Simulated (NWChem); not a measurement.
CH₄BFO; SMILES COBF

```xyz
8

B     -0.6473    -0.7469     0.0000
H     -1.7019    -1.3452     0.0000
F      0.5091    -1.4312     0.0000
O     -0.6612     0.6031     0.0000
C      0.5240     1.3938     0.0000
H      1.4423     0.7722     0.0000
H      0.5229     2.0432    -0.8989
H      0.5229     2.0432     0.8989
```
Atoms are numbered in this order, from 1.

Geometry: optimised at PBE-D3(BJ)/def2-SVP.

 Unshifted, non-relativistic core excitations; the lowest 4 roots alone, so stronger bands may lie above.

### Question
List the first O K-edge excitations from BHandHLYP/6-311G** (spherical d), restricted-window TDA (NWChem).

### Answer
| state | energy (eV) | dipole oscillator strength | leading excitation (squared amplitude) |
|---|---|---|---|
| S1 | 532.4 | 0.0247 | 1s of atom 4 or its equivalents → LUMO (0.95) |
| S2 | 534.2 | 0.0322 | 1s of atom 4 or its equivalents → LUMO+3 (0.46) |
| S3 | 535.3 | 0.0020 | 1s of atom 4 or its equivalents → LUMO+1 (0.87) |
| S4 | 536.9 | 0.0023 | 1s of atom 4 or its equivalents → LUMO+2 (0.76) |
